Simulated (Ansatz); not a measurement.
```yaml
crystal:
  periodic: [false, false, false]
  atoms:
    - {symbol: N, position_ang: [-1.343139, 0.245155, -1.021144]}
    - {symbol: Hf, position_ang: [0.167286, -0.074751, 0.186042]}
    - {symbol: O, position_ang: [0.574157, -1.884765, 0.072786]}
    - {symbol: O, position_ang: [-0.355407, 0.509441, 1.871427]}
    - {symbol: O, position_ang: [1.667247, 0.903833, -0.341059]}
    - {symbol: H, position_ang: [-1.564515, -0.287515, -1.800148]}
    - {symbol: H, position_ang: [-2.031390, 0.916272, -0.896741]}
    - {symbol: H, position_ang: [1.098381, -2.628366, 0.149755]}
    - {symbol: H, position_ang: [-0.230479, 0.808092, 2.725171]}
    - {symbol: H, position_ang: [2.017869, 1.492594, -0.946090]}
basis:
  gaussian: {orbitals: def2-TZVPD}
hamiltonian: {xc: {name: wB97M-V}}
accuracy: high
scf: {lower_state_search: full}
output: {forces: true}
```

```sh
$ ansatz run in.yaml --threads 4 --pin off --events-out ev --progress --plain --max-ram 10444MiB
```

It prints (some lines left out):

```
Functional definition: wB97M-V
4035 factors; integrals over basis functions are off by at most 1.1e-6 eV
656 factors; integrals over basis functions are off by at most 1.1e-7 eV
mean field evaluation 1: about -9007.1153 eV, gradient 1.0e2 eV
mean field evaluation 2: about -9007.1739 eV, gradient 1.0e2 eV
mean field evaluation 4: about -9024.1582 eV, gradient 6.9e0 eV
mean field evaluation 8: about -9024.2713 eV, gradient 8.3e-1 eV
mean field evaluation 16: about -9024.2729 eV, gradient 3.2e-4 eV
mean field -9024.27289318 eV, -331.6359119526 hartree, gradient 4.0e-8 eV, S^2 0.000000; 3 other end points of the search recorded, 0 dependent functions left out
reference -9024.27290229 eV, -331.6359122871 hartree; 24, 24 occupied and 221, 221 virtual orbitals, 4035 factors
Total energy: -9024.27290229 eV, -331.6359122871 hartree
Atom 0 at    -1.343139     0.245155    -1.021144 Å, force    -0.006046     0.099590    -0.136731 eV/Å
Atom 1 at     0.167286    -0.074751     0.186042 Å, force    -0.315316    -0.006834    -0.153241 eV/Å
Atom 2 at     0.574157    -1.884765     0.072786 Å, force    -0.611300    -0.879413    -0.318183 eV/Å
Atom 3 at    -0.355407     0.509441     1.871427 Å, force    -1.018057     0.135498     0.456105 eV/Å
Atom 4 at     1.667247     0.903833    -0.341059 Å, force     1.284009     0.010132     0.656275 eV/Å
Atom 5 at    -1.564515    -0.287515    -1.800148 Å, force    -0.507607    -1.139726    -1.723121 eV/Å
Atom 6 at    -2.031390     0.916272    -0.896741 Å, force    -1.520656     1.470678     0.235218 eV/Å
Atom 7 at     1.098381    -2.628366     0.149755 Å, force     1.358916    -2.154355     0.169554 eV/Å
Atom 8 at    -0.230479     0.808092     2.725171 Å, force     0.210742     0.838016     2.403550 eV/Å
Atom 9 at     2.017869     1.492594    -0.946090 Å, force     1.125316     1.626416    -1.589426 eV/Å
Dipole moment:     0.103739     0.048620    -0.011210 e Å
```

Hardware: 4 threads of an Arm Neoverse V2 on a shared host. Wall time 2.8 min, peak host memory 2.5 GiB.
